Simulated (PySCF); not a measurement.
# Hf²⁺ (hafnium, charge +2): UHF calculation

Configuration: [Xe] 4f14 5d1 6p1, one real determinant (an excited configuration). Computed with PySCF 2.14 in aug-cc-pVDZ-PP with ECP60MDF (5s5p4d2f, 54 functions), with a scalar-relativistic core potential.

```json
{"Total energy": "-47.037349 hartree", "One-electron energy": "-71.6313 hartree", "Hartree (Coulomb) energy": "29.4973 hartree", "Exchange energy": "-4.9034 hartree", "⟨S²⟩": "2.0011", "⟨L²⟩": "8.016", "Sum of ⟨r⟩": "16.28 bohr", "Sum of ⟨r²⟩": "35.73 bohr²", "Traceless quadrupole moment −½Σ⟨3z² − r²⟩ along its main axis": "-5.21 e·bohr²"}
```

```
shell  electrons  mean orbital energy (hartree)  spread (hartree)  rms radius, mean of both spins (bohr)
 5s α          1                       -3.64864                 0                                   1.23
 5s β          1                       -3.60489                 0                                   1.23
 5p α          3                       -2.31261           0.02895                                   1.43
 5p β          3                       -2.25021           0.03007                                   1.43
 5d α          1                       -0.91864                 0                                   2.16
 6p α          1                       -0.58279                 0                                   3.97
```

⟨L²⟩ = 8.02 against 12 for a pure F term, so this real determinant mixes terms. Energies and moments cover only the electrons outside the core potential. Spin-orbit coupling, absent here, splits the open shell strongly.
